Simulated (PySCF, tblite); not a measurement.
Species: C₆H₁₁N.
Numbering: `[H]/[N:7]=[CH:6]\[CH2:5][C:2](=[CH2:1])[CH2:3][CH3:4]` (hydrogens: H8, H9 on C1; H10, H11 on C3; H12, H13, H14 on C4; H15, H16 on C5; H17 on C6; H18 on N7)

Computed with GFN2-xTB (tblite), gas phase: nudged elastic band of 9 images (0 to 8), spring 0.2 eV/Å², climbing image at the end, force threshold 0.05 eV/Å. No saddle search or frequency run followed, so the top image need not be a first-order saddle, and its height can exceed the method's true barrier by a kcal/mol or more.

Path: rotation about C3–C2 (allylic carbon, fully substituted alkene carbon), followed by the dihedral C4–C3–C2–C5.

Image 0 (start, dihedral -78°):
```
atom  x, y, z in Å
C1      0.106    1.834   -1.020
C2      0.025    0.679   -0.379
C3      0.921   -0.485   -0.702
C4      2.038   -0.646    0.332
C5     -0.990    0.437    0.707
C6     -2.072   -0.479    0.202
N7     -2.460   -1.566    0.685
H8      0.817    1.992   -1.812
H9     -0.529    2.670   -0.779
H10     1.369   -0.336   -1.686
H11     0.326   -1.402   -0.734
H12     1.631   -0.837    1.322
H13     2.680   -1.481    0.062
H14     2.643    0.256    0.378
H15    -0.515   -0.005    1.587
H16    -1.454    1.383    0.997
H17    -2.568   -0.148   -0.707
H18    -1.978   -1.859    1.536
```

Image 8 (end, -0.005 eV, dihedral 72°):
```
atom  x, y, z in Å
C1     -0.374    1.339   -1.581
C2      0.100    0.821   -0.459
C3      1.439    0.144   -0.392
C4      1.297   -1.377   -0.301
C5     -0.711    0.824    0.811
C6     -1.657   -0.348    0.844
N7     -1.838   -1.177    1.763
H8      0.188    1.314   -2.499
H9     -1.341    1.812   -1.630
H10     1.991    0.507    0.479
H11     2.015    0.396   -1.284
H12     0.762   -1.756   -1.168
H13     2.278   -1.845   -0.266
H14     0.747   -1.667    0.590
H15    -0.062    0.804    1.690
H16    -1.323    1.730    0.849
H17    -2.258   -0.477   -0.052
H18    -1.262   -1.038    2.594
```

Task: What do the inner images look like?

Result: 
Image 1: +0.013 eV, dihedral -62°
```
atom  x, y, z in Å
C1      0.051    1.876   -1.111
C2      0.039    0.739   -0.434
C3      0.962   -0.402   -0.765
C4      1.881   -0.787    0.395
C5     -0.940    0.500    0.686
C6     -1.975   -0.512    0.275
N7     -2.269   -1.597    0.826
H8      0.739    2.048   -1.922
H9     -0.624    2.684   -0.884
H10     1.575   -0.126   -1.626
H11     0.359   -1.271   -1.045
H12     1.313   -1.174    1.237
H13     2.576   -1.561    0.079
H14     2.452    0.076    0.728
H15    -0.422    0.156    1.585
H16    -1.458    1.433    0.919
H17    -2.535   -0.259   -0.622
H18    -1.733   -1.818    1.666
```

Image 2: +0.035 eV, dihedral -44°
```
atom  x, y, z in Å
C1     -0.019    1.895   -1.201
C2      0.055    0.795   -0.468
C3      1.026   -0.310   -0.793
C4      1.714   -0.928    0.422
C5     -0.888    0.562    0.684
C6     -1.866   -0.531    0.349
N7     -2.084   -1.604    0.956
H8      0.638    2.068   -2.036
H9     -0.743    2.667   -1.000
H10     1.784    0.079   -1.476
H11     0.479   -1.098   -1.321
H12     1.003   -1.466    1.044
H13     2.470   -1.639    0.096
H14     2.200   -0.162    1.022
H15    -0.337    0.310    1.593
H16    -1.460    1.476    0.867
H17    -2.459   -0.353   -0.545
H18    -1.520   -1.754    1.793
```

Image 3: +0.068 eV, dihedral -25°
```
atom  x, y, z in Å
C1     -0.094    1.885   -1.284
C2      0.065    0.836   -0.491
C3      1.111   -0.212   -0.788
C4      1.556   -1.057    0.401
C5     -0.846    0.612    0.687
C6     -1.774   -0.543    0.427
N7     -1.938   -1.586    1.099
H8      0.541    2.051   -2.139
H9     -0.865    2.618   -1.117
H10     1.982    0.281   -1.226
H11     0.703   -0.883   -1.551
H12     0.739   -1.671    0.769
H13     2.358   -1.725    0.094
H14     1.927   -0.433    1.211
H15    -0.269    0.438    1.599
H16    -1.463    1.503    0.831
H17    -2.378   -0.448   -0.472
H18    -1.364   -1.658    1.940
```

Image 4 (top): +0.099 eV, dihedral -5°
```
atom  x, y, z in Å
C1     -0.163    1.838   -1.364
C2      0.066    0.852   -0.509
C3      1.201   -0.119   -0.749
C4      1.432   -1.177    0.324
C5     -0.821    0.657    0.692
C6     -1.713   -0.541    0.514
N7     -1.845   -1.539    1.259
H8      0.456    1.989   -2.233
H9     -0.971    2.538   -1.231
H10     2.121    0.458   -0.881
H11     1.010   -0.630   -1.698
H12     0.571   -1.834    0.416
H13     2.289   -1.788    0.050
H14     1.639   -0.726    1.292
H15    -0.228    0.558    1.604
H16    -1.471    1.530    0.793
H17    -2.323   -0.524   -0.386
H18    -1.259   -1.537    2.095
```

Image 5: +0.096 eV, dihedral 16°
```
atom  x, y, z in Å
C1     -0.218    1.773   -1.441
C2      0.066    0.858   -0.526
C3      1.274   -0.037   -0.684
C4      1.319   -1.276    0.204
C5     -0.796    0.701    0.698
C6     -1.651   -0.535    0.607
N7     -1.759   -1.482    1.417
H8      0.387    1.899   -2.323
H9     -1.054    2.444   -1.342
H10     2.167    0.565   -0.486
H11     1.329   -0.355   -1.728
H12     0.474   -1.932    0.010
H13     2.232   -1.832    0.003
H14     1.319   -1.011    1.259
H15    -0.187    0.682    1.605
H16    -1.479    1.554    0.757
H17    -2.262   -0.595   -0.291
H18    -1.169   -1.415    2.248
```

Image 6: +0.061 eV, dihedral 37°
```
atom  x, y, z in Å
C1     -0.258    1.686   -1.512
C2      0.073    0.861   -0.531
C3      1.336    0.040   -0.587
C4      1.236   -1.346    0.045
C5     -0.778    0.738    0.706
C6     -1.594   -0.528    0.698
N7     -1.695   -1.407    1.583
H8      0.345    1.785   -2.399
H9     -1.133    2.313   -1.464
H10     2.127    0.600   -0.076
H11     1.637   -0.065   -1.631
H12     0.428   -1.921   -0.401
H13     2.167   -1.887   -0.107
H14     1.060   -1.282    1.115
H15    -0.157    0.786    1.605
H16    -1.490    1.567    0.729
H17    -2.188   -0.679   -0.201
H18    -1.125   -1.254    2.417
```

Image 7: +0.030 eV, dihedral 56°
```
atom  x, y, z in Å
C1     -0.274    1.581   -1.560
C2      0.078    0.856   -0.510
C3      1.371    0.087   -0.469
C4      1.198   -1.399   -0.156
C5     -0.786    0.786    0.722
C6     -1.561   -0.502    0.804
N7     -1.639   -1.306    1.760
H8      0.342    1.641   -2.442
H9     -1.183    2.158   -1.580
H10     2.018    0.535    0.291
H11     1.872    0.191   -1.434
H12     0.508   -1.861   -0.858
H13     2.157   -1.907   -0.230
H14     0.814   -1.553    0.848
H15    -0.176    0.913    1.621
H16    -1.524    1.593    0.684
H17    -2.138   -0.749   -0.084
H18    -1.085   -1.059    2.582
```

The largest changes of bonds and angles from start to top: C2–C3 1.504 → 1.513 Å, C3–C4 1.530 → 1.525 Å, C3–H10 1.091 → 1.094 Å, C2–C3–C4 111.8 → 116.6°, C3–C2–C5 115.6 → 119.0°, C1–C2–C3 122.4 → 120.3°. GFN2-xTB torsional profiles can miss by a kcal/mol or more and can put conformers in the wrong order.

Other torsions move too; by image: C1–C2–C5–C6 (107, 109, 109, 108, 107, 106, 104, 103, 84°).

Task: What do single points at PBE0/pcSseg-1 (PySCF, no dispersion term) give on some images?

Result: 
```json
{"image": "0", "GFN2-xTB E (eV)": "0.000", "DFT E (eV)": "0.000", "HOMO (eV)": "-7.12", "LUMO (eV)": "-0.30", "dipole (D)": "2.24"}
{"image": "2", "GFN2-xTB E (eV)": "0.035", "DFT E (eV)": "0.023", "HOMO (eV)": "-7.11", "LUMO (eV)": "-0.28", "dipole (D)": "2.14"}
{"image": "4", "GFN2-xTB E (eV)": "0.099", "DFT E (eV)": "0.160", "HOMO (eV)": "-7.03", "LUMO (eV)": "-0.39", "dipole (D)": "2.14"}
{"image": "6", "GFN2-xTB E (eV)": "0.061", "DFT E (eV)": "0.109", "HOMO (eV)": "-7.07", "LUMO (eV)": "-0.30", "dipole (D)": "2.22"}
{"image": "8", "GFN2-xTB E (eV)": "-0.005", "DFT E (eV)": "0.045", "HOMO (eV)": "-7.08", "LUMO (eV)": "-0.27", "dipole (D)": "2.19"}
```

Energies count from image 0 at each level. At the GFN2-xTB top the DFT energy is 3.7 kcal/mol against 2.3; the geometries weren't optimised at the DFT level.

The cost below is that of the whole band run. Time: 12 s of wall time; peak memory 0.19 GiB. Hardware: Intel Xeon at 2.50 GHz, one thread (shared host).
